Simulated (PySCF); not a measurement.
A calculated (TPSSh, PySCF 2.14, x2c-TZVPPall, scalar relativity by spin-free X2C-1e) atom or ion has these occupied shells.

```csv
shell,electrons,orbital energy (eV),"rms radius, mean of both spins (bohr)"
1s α,1,-55441.8,0.0236
1s β,1,-55441.8,0.0236
2s α,1,-9294.4,0.0953
2s β,1,-9294.3,0.0953
2p α,3,-8250.6,0.0858
2p β,3,-8250.6,0.0858
3s α,1,-2092.8,0.245
3s β,1,-2091.2,0.245
3p α,3,-1771.3,0.246
3p β,3,-1769.7,0.246
3d α,5,-1354.4,0.225
3d β,5,-1352.9,0.225
4s α,1,-426.73,0.551
4s β,1,-422.65,0.551
4p α,3,-320.19,0.586
4p β,3,-316.00,0.586
4d α,5,-173.71,0.641
4d β,5,-169.21,0.641
5s α,1,-59.598,1.34
5s β,1,-57.714,1.34
5p α,3,-33.540,1.57
5p β,3,-32.173,1.57
4f α,7,-14.781,0.895
4f β,3,-12.249,0.895
6s α,1,-5.969,3.88
6s β,1,-5.499,3.88
6p α,1,-2.792,4.97
```

Problem. Name the element and its charge.

Solution. Ho (holmium, neutral), in [Xe] 4f10 6s2 6p1, one real determinant (an excited configuration).
